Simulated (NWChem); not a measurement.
System: ZnH2; SMILES [ZnH2]

The following NWChem deck was run.

```
start job
memory heap 200 mb stack 900 mb global 1100 mb
geometry units angstroms noautosym nocenter noautoz
  Zn     0.000000     0.000000     0.000000
  H      0.000000     0.000000    -1.541123
  H      0.000000     0.000000     1.541123
end
basis spherical
  Zn library def2-svpd
  H library def2-svpd
end
dft
  xc b3lyp
  iterations 150
end
property
  response 1 0.0
end
task dft property
```

All runs use the structure optimised with B3LYP/6-31G* (spherical d).

Static field.

### Question
What results follow from this input? (B3LYP/def2-SVPD.) Quantities: basis functions; isotropic polarisability (bohr³); anisotropy (bohr³).

### Answer
```json
{
  "number_of_basis_functions": "50",
  "isotropic polarisability (bohr³)": "28.6",
  "anisotropy (bohr³)": "10.9"
}
```
